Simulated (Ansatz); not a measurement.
# Nudged elastic band run: B3ClH4

The input (input.yaml):

```yaml
crystal:
  periodic: [false, false, false]
  atoms:
    - { symbol: B, position_ang: [-0.398981, 1.39537, -0.592105] }
    - { symbol: B, position_ang: [-0.187298, -0.20975, -0.208959] }
    - { symbol: B, position_ang: [0.690479, -1.064078, 0.91715] }
    - { symbol: Cl, position_ang: [-1.145425, -1.299425, -1.277243] }
    - { symbol: H, position_ang: [-1.294418, 2.057351, -0.095596] }
    - { symbol: H, position_ang: [0.302105, 1.951479, -1.420214] }
    - { symbol: H, position_ang: [1.815258, -1.46818, 0.676141] }
    - { symbol: H, position_ang: [0.21828, -1.362777, 2.000816] }
basis:
  gaussian: { orbitals: def2-SVP }
hamiltonian:
  xc: pbe
neb:
  order_check: false
  images: 7
  f_tol: 0.05
  max_iterations: 60
  optimiser: lbfgs
  climbing: immediate
  final_atoms:
    - { symbol: B, position_ang: [-0.39861188, 1.39304508, -0.59114675] }
    - { symbol: B, position_ang: [-0.18702194, -0.21268925, -0.20785733] }
    - { symbol: B, position_ang: [0.69178879, -1.06554483, 0.91892233] }
    - { symbol: Cl, position_ang: [-1.15083997, -1.28778059, -1.28468898] }
    - { symbol: H, position_ang: [-1.29644695, 2.05319498, -0.09669232] }
    - { symbol: H, position_ang: [0.30174122, 1.94746789, -1.42090599] }
    - { symbol: H, position_ang: [0.22124637, -1.36220004, 2.00380887] }
    - { symbol: H, position_ang: [1.81814437, -1.46550324, 0.67855017] }
  initial_path:
    images:
      - { positions_ang: [[-0.398981, 1.39537, -0.592105], [-0.187298, -0.20975, -0.208959], [0.690479, -1.064078, 0.91715], [-1.145425, -1.299425, -1.277243], [-1.294418, 2.057351, -0.095596], [0.302105, 1.951479, -1.420214], [1.815258, -1.46818, 0.676141], [0.21828, -1.362777, 2.000816]] }
      - { positions_ang: [[-0.36689637, 1.35923641, -0.59704171], [-0.24272111, -0.24520973, -0.22960416], [0.67582013, -1.03388736, 0.8954337], [-1.2547425, -1.31446384, -1.22817029], [-1.17987652, 2.05790974, -0.0672782], [0.34135826, 1.8805965, -1.42220149], [1.71358189, -1.16687254, 0.85306694], [0.31347622, -1.53731918, 1.79578521]] }
      - { positions_ang: [[-0.33481173, 1.32310281, -0.60197843], [-0.29814421, -0.28066945, -0.25024931], [0.66116125, -1.00369671, 0.87371739], [-1.36405999, -1.32950269, -1.17909759], [-1.06533505, 2.05846848, -0.0389604], [0.38061152, 1.809714, -1.42418897], [1.61190578, -0.86556507, 1.02999288], [0.40867244, -1.71186137, 1.59075442]] }
      - { positions_ang: [[-0.3027271, 1.28696922, -0.60691514], [-0.35356732, -0.31612918, -0.27089447], [0.64650238, -0.97350607, 0.85200109], [-1.47337749, -1.34454153, -1.13002488], [-0.95079357, 2.05902722, -0.01064259], [0.41986478, 1.7388315, -1.42617646], [1.51022968, -0.56425761, 1.20691882], [0.50386866, -1.88640355, 1.38572363]] }
      - { positions_ang: [[-0.27064247, 1.25083563, -0.61185185], [-0.40899043, -0.35158891, -0.29153963], [0.6318435, -0.94331543, 0.83028478], [-1.58269498, -1.35958037, -1.08095218], [-0.8362521, 2.05958596, 0.01767521], [0.45911803, 1.667949, -1.42816394], [1.40855357, -0.26295014, 1.38384476], [0.59906488, -2.06094574, 1.18069285]] }
      - { positions_ang: [[-0.30263482, 1.28638799, -0.60667558], [-0.35349831, -0.31686399, -0.27061905], [0.64682982, -0.97387278, 0.85244417], [-1.47473123, -1.34163043, -1.13188638], [-0.95130081, 2.05798821, -0.01091667], [0.41977383, 1.73782872, -1.42634945], [1.11172677, -0.53776262, 1.53883579], [0.90383475, -1.91208511, 1.05515718]] }
      - { positions_ang: [[-0.33462718, 1.32194035, -0.6014993], [-0.29800619, -0.28213908, -0.24969848], [0.66181614, -1.00443013, 0.87460356], [-1.36676747, -1.32368048, -1.18282058], [-1.06634953, 2.05639047, -0.03950856], [0.38042963, 1.80770844, -1.42453497], [0.81489997, -0.81257509, 1.69382682], [1.20860463, -1.76322449, 0.92962151]] }
      - { positions_ang: [[-0.36661953, 1.35749272, -0.59632302], [-0.24251407, -0.24741417, -0.22877791], [0.67680247, -1.03498748, 0.89676294], [-1.25880372, -1.30573053, -1.23375478], [-1.18139824, 2.05479273, -0.06810044], [0.34108542, 1.87758816, -1.42272048], [0.51807317, -1.08738757, 1.84881784], [1.5133745, -1.61436386, 0.80408584]] }
      - { positions_ang: [[-0.39861188, 1.39304508, -0.59114675], [-0.18702194, -0.21268925, -0.20785733], [0.69178879, -1.06554483, 0.91892233], [-1.15083997, -1.28778059, -1.28468898], [-1.29644695, 2.05319498, -0.09669232], [0.30174122, 1.94746789, -1.42090599], [0.22124637, -1.36220004, 2.00380887], [1.81814437, -1.46550324, 0.67855017]] }
```

Command:

```bash
$ ansatz run input.yaml --threads 1 --pin off --max-ram 2048MiB --backend cpu --events-out ev --progress --plain --runs-dir out
```

Output, in part (warnings, iteration lines, the closing report on the highest movable image, with atoms numbered from 0):

```
NEB end point (image 0): max|allowed force component| = 9.387e-3 eV/Å (the criterion of neb.relax_end_points is 1.000e-2)
NEB end point (image 8): max|allowed force component| = 4.509e-3 eV/Å (the criterion of neb.relax_end_points is 1.000e-2)
NEB iter   1: max|band force component| = 2.016e1 eV/Å  barrier→ = 5.0350 eV  barrier← = 5.0350 eV  CI = image 6  Δτ_max = 0.2000 Å  (223 SCF iters)
NEB iter   2: max|band force component| = 5.409e0 eV/Å  barrier→ = 1.5554 eV  barrier← = 1.5554 eV  CI = image 6  Δτ_max = 0.0498 Å  (198 SCF iters)
NEB iter   3: max|band force component| = 3.176e0 eV/Å  barrier→ = 1.0365 eV  barrier← = 1.0365 eV  CI = image 6  Δτ_max = 0.1105 Å  (192 SCF iters)
NEB iter   4: max|band force component| = 1.250e0 eV/Å  barrier→ = 0.5412 eV  barrier← = 0.5412 eV  CI = image 5  Δτ_max = 0.0238 Å  (192 SCF iters)
NEB iter   5: max|band force component| = 9.678e-1 eV/Å  barrier→ = 0.4798 eV  barrier← = 0.4798 eV  CI = image 5  Δτ_max = 0.0863 Å  (190 SCF iters)
NEB iter   6: max|band force component| = 3.949e-1 eV/Å  barrier→ = 0.4008 eV  barrier← = 0.4008 eV  CI = image 4  Δτ_max = 0.0064 Å  (187 SCF iters)
NEB iter   7: max|band force component| = 3.547e-1 eV/Å  barrier→ = 0.3999 eV  barrier← = 0.3999 eV  CI = image 4  Δτ_max = 0.0310 Å  (190 SCF iters)
NEB iter   8: max|band force component| = 2.068e-1 eV/Å  barrier→ = 0.3979 eV  barrier← = 0.3979 eV  CI = image 4  Δτ_max = 0.0250 Å  (189 SCF iters)
NEB iter   9: max|band force component| = 3.265e-1 eV/Å  barrier→ = 0.3993 eV  barrier← = 0.3993 eV  CI = image 4  Δτ_max = 0.0049 Å  (188 SCF iters)
NEB iter  10: max|band force component| = 1.077e-1 eV/Å  barrier→ = 0.3966 eV  barrier← = 0.3966 eV  CI = image 4  Δτ_max = 0.0037 Å  (166 SCF iters)
NEB iter  11: max|band force component| = 9.848e-2 eV/Å  barrier→ = 0.3965 eV  barrier← = 0.3965 eV  CI = image 4  Δτ_max = 0.0078 Å  (156 SCF iters)
NEB iter  12: max|band force component| = 1.402e-1 eV/Å  barrier→ = 0.3967 eV  barrier← = 0.3967 eV  CI = image 4  Δτ_max = 0.0022 Å  (158 SCF iters)
NEB iter  13: max|band force component| = 1.015e-1 eV/Å  barrier→ = 0.3961 eV  barrier← = 0.3961 eV  CI = image 4  Δτ_max = 0.0048 Å  (152 SCF iters)
NEB iter  14: max|band force component| = 9.703e-2 eV/Å  barrier→ = 0.3962 eV  barrier← = 0.3962 eV  CI = image 4  Δτ_max = 0.0109 Å  (156 SCF iters)
NEB iter  15: max|band force component| = 1.780e-1 eV/Å  barrier→ = 0.3965 eV  barrier← = 0.3965 eV  CI = image 4  Δτ_max = 0.0027 Å  (174 SCF iters)
NEB iter  16: max|band force component| = 6.196e-2 eV/Å  barrier→ = 0.3958 eV  barrier← = 0.3958 eV  CI = image 4  Δτ_max = 0.0026 Å  (157 SCF iters)
NEB iter  17: max|band force component| = 6.200e-2 eV/Å  barrier→ = 0.3958 eV  barrier← = 0.3958 eV  CI = image 4  Δτ_max = 0.0009 Å  (156 SCF iters)
NEB iter  18: max|band force component| = 6.237e-2 eV/Å  barrier→ = 0.3957 eV  barrier← = 0.3957 eV  CI = image 4  Δτ_max = 0.0009 Å  (133 SCF iters)
NEB iter  19: max|band force component| = 6.295e-2 eV/Å  barrier→ = 0.3957 eV  barrier← = 0.3957 eV  CI = image 4  Δτ_max = 0.0009 Å  (129 SCF iters)
NEB iter  20: max|band force component| = 6.235e-2 eV/Å  barrier→ = 0.3957 eV  barrier← = 0.3957 eV  CI = image 4  Δτ_max = 0.1245 Å  (128 SCF iters)
NEB iter  21: max|band force component| = 1.699e0 eV/Å  barrier→ = 0.4135 eV  barrier← = 0.4135 eV  CI = image 4  Δτ_max = 0.0252 Å  (190 SCF iters)
NEB iter  22: max|band force component| = 3.747e-1 eV/Å  barrier→ = 0.3964 eV  barrier← = 0.3964 eV  CI = image 4  Δτ_max = 0.0098 Å  (192 SCF iters)
NEB iter  23: max|band force component| = 9.756e-2 eV/Å  barrier→ = 0.3958 eV  barrier← = 0.3958 eV  CI = image 4  Δτ_max = 0.0026 Å  (197 SCF iters)
NEB iter  24: max|band force component| = 7.519e-2 eV/Å  barrier→ = 0.3957 eV  barrier← = 0.3957 eV  CI = image 4  Δτ_max = 0.0093 Å  (150 SCF iters)
NEB iter  25: max|band force component| = 7.239e-2 eV/Å  barrier→ = 0.3955 eV  barrier← = 0.3955 eV  CI = image 4  Δτ_max = 0.0133 Å  (170 SCF iters)
NEB iter  26: max|band force component| = 1.135e-1 eV/Å  barrier→ = 0.3954 eV  barrier← = 0.3954 eV  CI = image 4  Δτ_max = 0.0020 Å  (186 SCF iters)
NEB iter  27: max|band force component| = 4.394e-2 eV/Å  barrier→ = 0.3953 eV  barrier← = 0.3953 eV  CI = image 4  Δτ_max = 0.0000 Å  (322 SCF iters)
Total energy: -14600.42767579 eV, -536.5558205600 hartree
Atom 0 at    -0.300704     1.281195    -0.647932 Å, force    -0.000573     0.001080    -0.001187 eV/Å
Atom 1 at    -0.464612    -0.326410    -0.337316 Å, force     0.006929     0.008665     0.007719 eV/Å
Atom 2 at     0.641581    -0.952666     0.867245 Å, force     0.004121    -0.012240     0.005209 eV/Å
Atom 3 at    -1.612008    -1.451835    -1.071600 Å, force    -0.013813     0.001888    -0.014090 eV/Å
Atom 4 at    -0.855642     2.132777     0.032235 Å, force     0.000826    -0.003456    -0.001358 eV/Å
Atom 5 at     0.517670     1.710491    -1.448770 Å, force    -0.002197    -0.002955     0.000281 eV/Å
Atom 6 at     1.468299    -0.260063     1.435099 Å, force    -0.004496     0.002599    -0.002623 eV/Å
Atom 7 at     0.605417    -2.133498     1.171029 Å, force     0.009202     0.004419     0.006048 eV/Å
Dipole moment:     0.041068     0.029702     0.029321 e Å
```

It converged. Another band between the same ends (7 images) ends at a top of the same energy, where a vibrational analysis finds 1 clearly imaginary mode.

Final band (atoms are numbered from 1 in the order of the input):

```
image  path coordinate (Å)  energy (eV)  dihedral Cl4–B2–B3–H8 (°)
    0                 0.00         0.00                        -88
    1                 0.58         0.04                        -76
    2                 1.17         0.16                        -56
    3                 1.76         0.32                        -29
    4                 2.34         0.40                          0
    5                 2.92         0.32                         29
    6                 3.50         0.16                         56
    7                 4.09         0.04                         76
    8                 4.66         0.00                         89
```

Run time: 9.5 min on 1 thread of Arm Neoverse N1, with other jobs on the host, peak memory 0.15 GiB.
